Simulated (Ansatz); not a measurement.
```xyz
12

B     0.638   -1.811    0.634
Ge   -0.496   -0.239   -0.055
C     0.562    0.845   -1.318
N    -1.129    0.735    1.387
H     1.039   -1.853    1.760
H     0.950   -2.701   -0.101
H    -1.761   -0.713   -0.806
H     1.459    1.235   -0.836
H    -0.039    1.688   -1.666
H     0.859    0.250   -2.184
H    -0.410    1.014    2.041
H    -1.672    1.551    1.144
```

Total charge 0; spin multiplicity 1.

(1) List the PBE/def2-TZVPP orbital energies in eV (Ansatz 0.2.0). (Best estimate.)

## Answers

(1) The calculation gave: Occupied: -10803.93, -1337.27, -1190.69, -1190.68, -1190.68, -379.67, -268.66, -177.62, -161.89, -113.35, -113.33, -113.31, -29.22, -29.17, -29.13, -29.11, -29.10, -20.44, -17.08, -13.33, -11.71, -11.29, -9.89, -9.80, -8.86, -8.28, -7.70, -6.77, -5.53. Lowest empty: -3.27, 0.00, 0.77, 1.13, 1.43, 1.79, 1.95, 2.18.
